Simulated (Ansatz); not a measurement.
Cost and result for the atomization energy of CH₅BFNSi (10 atoms, 10 bonds).

| atom | x (Å) | y (Å) | z (Å) |
| --- | --- | --- | --- |
| B1 | -0.7168 | -1.0281 | 0.1019 |
| C2 | 0.8301 | -0.6581 | 0.1418 |
| F3 | 1.8839 | -1.4239 | 0.3133 |
| N4 | 1.0212 | 0.6133 | -0.0267 |
| Si5 | -0.7912 | 0.9797 | -0.1837 |
| H6 | -0.9941 | -1.7238 | -0.8435 |
| H7 | -1.1144 | -1.4468 | 1.1607 |
| H8 | 1.9407 | 1.0406 | -0.0331 |
| H9 | -1.0982 | 1.9889 | 0.8677 |
| H10 | -0.9612 | 1.6583 | -1.4985 |

The species carries charge 0 and has multiplicity 1. The bonds changed during the relaxation, so this is another structure than the one it started from. All single points use the PBE0-D4/def2-TZVP geometry. Program: Ansatz. All runs use 4 threads of an Arm Neoverse V1 on a shared host. Times are those of one run each, without the atoms' runs, and a repeat can differ threefold. Electronic energies, without spin–orbit coupling; frozen cores. CCSD(T)/CBS adds CCSD(T) − MP2 in def2-TZVPP to the MP2 limit, and its time is that of the two runs behind it. T1 = 0.015. B3LYP takes the VWN-RPA correlation (the form of Gaussian; ORCA's B3LYP/G).

CCSD(T)/CBS is a level of theory with its own doubt, some kJ/mol a heavy atom from the limit and from the frozen cores, so smaller differences don't rank the functionals.

```json
{"level": "PBE-D4/def2-TZVPP (with forces)", "functions": "236", "wall time": "2.2 s"}
{"level": "PBE0-D4/def2-TZVPP", "functions": "236", "wall time": "2.8 s"}
{"level": "r2SCAN-D4/def2-TZVPP (with forces)", "functions": "236", "wall time": "4.1 s"}
{"level": "B2PLYP/def2-TZVPP", "functions": "236", "wall time": "4.6 s"}
{"level": "B3LYP-D4/def2-TZVPP (with forces)", "functions": "236", "wall time": "4.9 s"}
{"level": "ωB97X-V/def2-TZVPP", "functions": "236", "wall time": "7 s"}
{"level": "ωB97M-V/def2-TZVPP (with forces)", "functions": "236", "wall time": "9.5 s"}
{"level": "MP2/def2-QZVPP", "functions": "448", "wall time": "17 s"}
{"level": "CCSD(T)/def2-TZVPP", "functions": "236", "wall time": "97 s"}
{"level": "CCSD(T)/CBS(def2)", "functions": "–", "wall time": "110 s"}
```

(1) What atomization energy does each give, and how far from CCSD(T)/CBS? (Best estimate.)

## Answers

(1) The calculation gave: 
```
                             level  atomization (kcal/mol)  difference from CCSD(T)/CBS  per bond
   PBE-D4/def2-TZVPP (with forces)                   886.5                         31.1       3.1
                PBE0-D4/def2-TZVPP                   865.8                         10.4       1.0
r2SCAN-D4/def2-TZVPP (with forces)                   865.8                         10.4       1.0
                 B2PLYP/def2-TZVPP                   850.9                         -4.5      -0.5
 B3LYP-D4/def2-TZVPP (with forces)                   862.3                          6.9       0.7
                ωB97X-V/def2-TZVPP                   866.1                         10.7       1.1
  ωB97M-V/def2-TZVPP (with forces)                   865.8                         10.4       1.0
                    MP2/def2-QZVPP                   862.3                          6.9       0.7
                CCSD(T)/def2-TZVPP                   832.0                        -23.4      -2.3
                 CCSD(T)/CBS(def2)                   855.4                          0.0       0.0
```

From PBE to PBE0 (25 % exact exchange), in def2-TZVPP and without D4, the atomization energy moves by −19.9 kcal/mol: exact exchange takes away binding that semilocal exchange gives to molecules. The D4 term adds +7.8 kcal/mol with B3LYP and +4.1 kcal/mol with PBE0; it sums over pairs of atoms, weighted by their polarisabilities, and B3LYP, whose exchange is more repulsive, gets the larger term. In def2-TZVPP, CCSD(T) changes the Hartree–Fock value by +223.2 kcal/mol (the triples alone add +15.5 kcal/mol) and MP2 by +239.6 kcal/mol; breaking electron pairs costs correlation energy, which Hartree–Fock lacks.
